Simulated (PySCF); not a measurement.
Si(H)(Me)(OH)(NH2) (CH7NOSi), SMILES C[SiH](N)O. The structure is a stationary point at PBE0-D3(BJ)/def2-SVP. This is a generated structure with no PubChem entry under its InChIKey; it may be hypothetical. The values are those of a single conformer.

All values below come from PySCF with PBE0-D3(BJ)/def2-SVP.

Harmonic wavenumbers (cm⁻¹): 147, 177, 218, 229, 295, 351, 411, 644, 673, 740, 810, 821, 854, 908, 924, 957, 1265, 1429, 1431, 1543, 2234, 3054, 3155, 3166, 3616, 3716, 3920. Rotational constants (GHz): 6.280, 5.726, 3.507; symmetry number 1.

**Question.** Work out the zero-point energy and the ideal-gas rigid-rotor harmonic-oscillator thermochemistry at 298.15 K and 1 atm.

**Answer.** ZPE = ½ Σ hcν = ½ × 37690 cm⁻¹ = 225.43 kJ/mol. H − E(el) = 246.19 kJ/mol. Entropy in J/(mol K): translation 162.95, rotation 106.05, vibration 60.45, total 329.45. G − E(el) = 147.96 kJ/mol. Cp = 109.80 J/(mol K). Modes under 150 cm⁻¹ make the vibrational entropy uncertain.
